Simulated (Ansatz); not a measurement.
Geometry optimisation, RKS PBE/def2-SVP (Ansatz 0.2.0).

input.yaml

```yaml
crystal:
  periodic: [false, false, false]
  atoms:
    - { symbol: B, position_ang: [0.0, 0.0, 0.0] }
    - { symbol: H, position_ang: [0.0, 0.0, 1.54] }
    - { symbol: F, position_ang: [1.1431, 0.0, -0.66] }
    - { symbol: O, position_ang: [-1.2211, 0.0, -0.705] }
    - { symbol: H, position_ang: [-1.7308, -0.8467, -0.4965] }
    - { symbol: Cl, position_ang: [0.0968, 2.0475, 0.6811] }
    - { symbol: H, position_ang: [0.0414, 0.8758, 1.6586] }
basis:
  gaussian: { orbitals: def2-SVP }
hamiltonian:
  xc: pbe
relax:
  f_tol: 0.15
  max_steps: 25
  restrain:
    - { distance: [0, 5], at: 1.86, k: 30.0 }
    - { distance: [6, 1], at: 0.66, k: 30.0 }
    - { distance: [0, 1], at: 2.39, k: 30.0 }
    - { distance: [6, 5], at: 2.57, k: 30.0 }
```

Run as:

```bash
$ ansatz run input.yaml --threads 1 --pin off --max-ram 2048MiB --backend cpu --events-out ev --progress --plain --runs-dir out
```

Problem. Where does it end, and by what steps?

Solution. It converged. The restraints hold the end off the free minimum. After 9 steps the energy has fallen by 2.731 eV (the restraints' own energy left out); B1 moved furthest, 0.62 Å. Parted: Cl6–H7 (1.53 → 2.58 Å).

```csv
step,energy less start (eV),largest force component (eV/Å),accepted
0,0.0000,3.599,yes
1,-0.4506,4.708,yes
2,-1.4144,4.185,yes
3,-2.2248,2.897,yes
4,-2.4755,1.644,yes
5,-2.5292,1.707,no
6,-2.6074,1.655,yes
7,-2.6810,1.744,yes
8,-2.7241,1.844,yes
9,-2.7310,1.902,yes
```

```xyz
7
Properties=species:S:1:pos:R:3
B -0.112 0.521 -0.316
H 0.013 -0.190 1.970
F 0.969 -0.229 -0.540
O -1.368 0.054 -0.473
H -1.379 -0.885 -0.738
Cl 0.122 2.279 0.114
H 0.084 0.527 2.003
```

Time of the run: 19 s on 1 thread of Arm Neoverse V2, on a shared host, peak memory 0.14 GiB.
